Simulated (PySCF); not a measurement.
Spin states of ZnBi⁺

Unrestricted PBE0; basis Zn def2-SVP, Bi def2-SVP with ECP60; scalar-relativistic core potentials; PySCF 2.14. Outer shells of the fragments: Zn 3d10 4s2; Bi+ 5d10 6s2 6p2.

Followed along the bond (rough minima from three points):

```
2Ms+1  unpaired  ⟨S²⟩ at the start  R at minimum (Å)  Te (eV)
    3      π ↑↑               2.03              2.71     0.00
    1      π ↑↓               1.00              2.69     0.35
    1      none               0.00              2.66     1.24
    3  σ ↑, π ↑               2.01  none in the scan   ≤ 1.32
    1  σ ↓, π ↑               1.01  none in the scan   ≤ 1.47
```

Solutions found at the starting distance of 2.750 Å, counted from the lowest of them; the search is not exhaustive and high or unbound solutions are not listed, so other states can lie among these:

```
2Ms+1    unpaired   term  E (eV)  ⟨S²⟩  ⟨Lz²⟩  μ (D)
    3        π ↑↑    ³Σ⁻    0.00  2.03   0.00  -5.07
    1        π ↑↓  mixed    0.36  1.00   2.01  -5.07
    1        none  mixed    1.26  0.00   2.00  -5.02
    3    σ ↑, π ↑     ³Π    1.44  2.01   1.00  -1.26
    1    σ ↓, π ↑  mixed    1.57  1.01   1.00  -1.42
    3  σ ↑↑, π ↑↓  mixed    2.94  3.01   2.01  -4.11
    1  σ ↓↓, π ↑↑  mixed    2.96  2.01   0.00  -4.14
    3    σ ↑, π ↑     ³Π    3.61  2.01   1.02  -7.59
    1    σ ↓, π ↑  mixed    3.75  1.03   1.00  -7.49
    3        π ↑↑  mixed    5.68  2.03   2.00  -1.09
```

A term symbol is given only where ⟨S²⟩ and ⟨Lz²⟩ are close to those of a pure state; real π, δ and φ orbitals otherwise mix terms. A positive dipole points towards Bi; it is taken about the centre of mass and depends on that origin.

Spin–orbit coupling is left out, which matters for elements this heavy, above all for dissociation energies. Counting both spins, an empty level lies below a filled one in some of these solutions, because spin and occupation are held.
